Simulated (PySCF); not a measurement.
SMILES FC1=C=CCCCCCC1, C9H13F

Molfile (atoms numbered from 1):
```
C9H13F
     RDKit          3D

 23 23  0  0  0  0  0  0  0  0999 V2000
    1.2378   -3.4628   -0.2350 F   0  0  0  0  0  0  0  0  0  0  0  0
    0.7688   -2.5375    0.6243 C   0  0  0  0  0  0  0  0  0  0  0  0
    1.4387   -1.4349    0.8609 C   0  0  0  0  0  0  0  0  0  0  0  0
    1.9291   -0.2437    1.1068 C   0  0  0  0  0  0  0  0  0  0  0  0
    1.5574    0.9938    0.3205 C   0  0  0  0  0  0  0  0  0  0  0  0
    0.0948    1.4347    0.4618 C   0  0  0  0  0  0  0  0  0  0  0  0
   -0.9371    0.3763    0.0503 C   0  0  0  0  0  0  0  0  0  0  0  0
   -1.4969   -0.4845    1.1983 C   0  0  0  0  0  0  0  0  0  0  0  0
   -1.7197   -1.9640    0.8575 C   0  0  0  0  0  0  0  0  0  0  0  0
   -0.5575   -2.8877    1.2389 C   0  0  0  0  0  0  0  0  0  0  0  0
    2.6392   -0.1246    1.9377 H   0  0  0  0  0  0  0  0  0  0  0  0
    2.2158    1.8225    0.6230 H   0  0  0  0  0  0  0  0  0  0  0  0
    1.7634    0.8086   -0.7472 H   0  0  0  0  0  0  0  0  0  0  0  0
   -0.0303    2.3359   -0.1602 H   0  0  0  0  0  0  0  0  0  0  0  0
   -0.1000    1.7597    1.4988 H   0  0  0  0  0  0  0  0  0  0  0  0
   -0.4898   -0.2731   -0.7197 H   0  0  0  0  0  0  0  0  0  0  0  0
   -1.7821    0.8759   -0.4509 H   0  0  0  0  0  0  0  0  0  0  0  0
   -0.8308   -0.4180    2.0745 H   0  0  0  0  0  0  0  0  0  0  0  0
   -2.4516   -0.0450    1.5294 H   0  0  0  0  0  0  0  0  0  0  0  0
   -1.9400   -2.0681   -0.2188 H   0  0  0  0  0  0  0  0  0  0  0  0
   -2.6130   -2.3372    1.3837 H   0  0  0  0  0  0  0  0  0  0  0  0
   -0.7852   -3.9238    0.9448 H   0  0  0  0  0  0  0  0  0  0  0  0
   -0.4526   -2.8883    2.3367 H   0  0  0  0  0  0  0  0  0  0  0  0
  1  2  1  0
  2  3  2  0
  3  4  2  0
  4  5  1  0
  5  6  1  0
  6  7  1  0
  7  8  1  0
  8  9  1  0
  9 10  1  0
 10  2  1  0
  4 11  1  0
  5 12  1  0
  5 13  1  0
  6 14  1  0
  6 15  1  0
  7 16  1  0
  7 17  1  0
  8 18  1  0
  8 19  1  0
  9 20  1  0
  9 21  1  0
 10 22  1  0
 10 23  1  0
M  END
```

Method used: PySCF, TDDFT CAM-B3LYP/def2-SVPD circular dichroism and optical rotation, one conformer, gas phase. Geometry: PBE0-D3(BJ)/def2-SVP.

States above about 8.2 eV (minus the energy of the highest occupied orbital) lie near or above the ionisation threshold and depend on the basis. No stereocentre is labelled: unless the shape is locked (an allene, a helicene, a hindered biaryl), the mirror image is equally populated and a measured rotation or CD is zero.

(1) Draw the ECD and absorption spectra from the lowest 12 states, each a Gaussian of half-width 0.3 eV at 1/e height.

Results:

(1) 
```
E (eV)  λ (nm)  Δε (L mol⁻¹ cm⁻¹)  ε (L mol⁻¹ cm⁻¹)
  4.25     291               0.00              1.41
  4.35     285              -0.01              3.83
  4.45     278              -0.01              8.34
  4.55     272              -0.02              14.5
  4.65     266              -0.03              20.3
  4.75     261              -0.03              22.7
  4.85     255              -0.03              20.3
  4.95     250              -0.02              14.5
  5.05     245              -0.01              8.34
  5.15     241              -0.01              3.83
  5.25     236               0.00              1.41
  5.35     232               0.00             0.416
  5.45     227               0.00             0.104
  5.55     223               0.00            0.0703
  5.65     219              +0.01             0.379
  5.75     215              +0.07              2.33
  5.85     212              +0.24              12.3
  5.95     208              +0.69              55.4
  6.05     205              +1.64               213
  6.15     201              +3.06               699
  6.25     198              +4.12              1950
  6.35     195              +2.88              4590
  6.45     192              -2.58              9100
  6.55     189             -11.19             15100
  6.65     186             -17.13             21200
  6.75     184             -13.40             25100
  6.85     181              +0.80             25500
  6.95     178             +17.42             22400
  7.05     176             +26.24             17200
  7.15     173             +23.60             11700
  7.25     171             +13.78              7630
  7.35     169              +3.52              5640
  7.45     166              -2.88              5330
  7.55     164              -4.38              5650
  7.65     162              -1.97              5670
  7.75     160              +2.27              5100
  7.85     158              +6.02              4210
  7.95     156              +7.60              3440
  8.05     154              +6.53              3000
```
Δε uses R in velocity form, ε uses f in length form. Only the states computed contribute, so the short-wavelength end is incomplete.

The sign of the CD band at 163 nm isn't settled: the length form gives the opposite one.
